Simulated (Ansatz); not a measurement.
Relaxation of AlF$_{3}$H$_{3}$Sb (8 atoms, charge 0, multiplicity 1), to a largest force component of 0.02 eV/Å in at most 40 steps.

All numbers below come from RKS PBE/def2-SVP in Ansatz 0.2.0.

```xyz
8
Properties=species:S:1:pos:R:3
F 1.207 0.337 -2.412
Al 0.054 -0.109 -1.332
F 0.121 -1.669 -0.721
F -1.518 0.395 -1.504
Sb -0.741 -0.044 1.469
H 0.461 0.701 0.060
H 0.598 -0.899 2.047
H -0.181 1.289 2.393
```

Problem. Where does it end, and by what steps?

Solution. The run converged. The force dipped under the threshold on the way, but the program's further checks kept it going. After 24 steps the energy has fallen by 0.402 eV; H6 moved furthest, 0.88 Å.

```csv
step,energy less start (eV),largest force component (eV/Å),accepted
0,0.0000,1.712,yes
1,-0.2059,1.451,yes
2,-0.3144,0.290,yes
3,-0.3601,0.427,yes
4,-0.3808,0.201,yes
5,-0.3842,0.170,yes
6,-0.3892,0.097,yes
7,-0.3921,0.053,yes
8,-0.3939,0.024,yes
9,-0.3934,0.144,no
10,-0.3952,0.062,yes
11,-0.3954,0.086,yes
12,-0.3960,0.149,yes
13,-0.3980,0.018,yes
14,-0.3987,0.037,yes
15,-0.3983,0.125,no
16,-0.3995,0.039,yes
17,-0.3998,0.067,yes
18,-0.4002,0.063,yes
19,-0.4006,0.036,yes
20,-0.4012,0.040,yes
21,-0.4013,0.060,yes
22,-0.4019,0.042,yes
23,-0.4022,0.010,yes
24,-0.4023,0.014,yes
```

```xyz
8
Properties=species:S:1:pos:R:3
F 1.492 0.262 -1.756
Al -0.072 -0.208 -1.412
F -0.301 -1.750 -0.772
F -1.340 0.499 -2.236
Sb -0.497 -0.207 1.776
H -0.401 0.706 0.233
H 1.181 -0.607 1.641
H -0.062 1.305 2.527
```

Time of the run: 56 s on 2 threads of Arm Neoverse N1 (shared host), peak memory 0.13 GiB.
